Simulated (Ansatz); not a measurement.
Reaction (formal hydrolysis of a Ti–Cl bond): `[CH3][Ti-]1([F])([Cl])[O]C=CC=[O+]1` + H₂O → `[CH3][Ti-]1([OH])([F])[O]C=CC=[O+]1` + HCl

Gas-phase electronic energies from Ansatz, PBE0-D4/def2-TZVP geometries. CCSD(T)/CBS adds triple-zeta CCSD(T) − MP2 to the extrapolated MP2 energy (def2 sets, frozen cores). This one scheme is used for every species. DFT in def2-TZVPP. For Ti outer-core shells are correlated without core-valence functions, which leaves a few kJ/mol of doubt a bond. Scalar relativity is left out up to krypton. One conformer a species, not always the lowest.

| level | ΔE (kJ/mol) |
| --- | --- |
| BHLYP-D4 | 29.8 |
| MP2/def2-TZVPP | 31.3 |

What does CCSD(T)/CBS give? (Estimate.)

Ansatz gave: +31.9 kJ/mol. The listed levels differ from it by -2.1, -0.6 kJ/mol.

What do rigid-rotor, harmonic-oscillator terms from PBE0-D4/def2-TZVP frequencies (298.15 K, 1 bar) make of the CCSD(T)/CBS value? (Best estimate.)

Computed: ΔZPE = -8.5 kJ/mol, ΔH = +23.2 kJ/mol, ΔS = -2 J/(mol·K), ΔG = +23.9 kJ/mol.

Largest T1 diagnostic among the species: 0.023, so the coupled-cluster value is less sure than usual.

The D4 term adds +3.3 kJ/mol with B3LYP and +1.9 kJ/mol with PBE0; it sums over pairs of atoms, weighted by their polarisabilities, and B3LYP, whose exchange is more repulsive, gets the larger term. Leaving LDA and LC-ωPBE aside and taking each functional with its dispersion term where it has one, the values, not all of them listed here, spread over 10.5 kJ/mol, from CAM-B3LYP-D4 to B97M-V. At CCSD(T), def2-SVP lies −18.7 kJ/mol from the extrapolated value and def2-TZVPP −6.0 kJ/mol.

B3LYP here is the variant with VWN-RPA as its local correlation; programs differ in this.
